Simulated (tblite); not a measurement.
C₅HFNS (doublet state).
InChI=1S/C5HFNS/c6-4-1-2-8-5(4)3-7/h2H

Computed geometry: GFN2-xTB, gas phase. This method treats the open shell by occupation alone, without spin polarisation.

Take the most abundant isotopes and a rigid rotor. 

Problem. Give the principal moments of inertia and the rotational constants in GHz.

Solution. Ia = 195.06, Ib = 274.19, Ic = 469.26 u·Å²; 505379 MHz·u·Å²/I gives 2591, 1843 and 1077 MHz, that is A = 2.5908, B = 1.8431, C = 1.0770 GHz.

Problem. Classify the top.

Solution. An asymmetric top. Ray's parameter κ = (2B − A − C)/(A − C) = 0.012; −1 is the prolate and +1 the oblate limit.

Problem. What does the inertial defect say?

Solution. Planar: Δ = Ic − Ia − Ib = 0.00 u·Å². For a rigid frame Δ = −2 Σ m c², so it vanishes when all atoms lie in the ab plane; here none is more than 0.01 Å from it.

For this open shell read J as N, the rotation without spin; fine and hyperfine splittings come on top. Its GFN2-xTB frequencies are all real (lowest 122 cm⁻¹). Zero-point vibration and centrifugal distortion are left out.
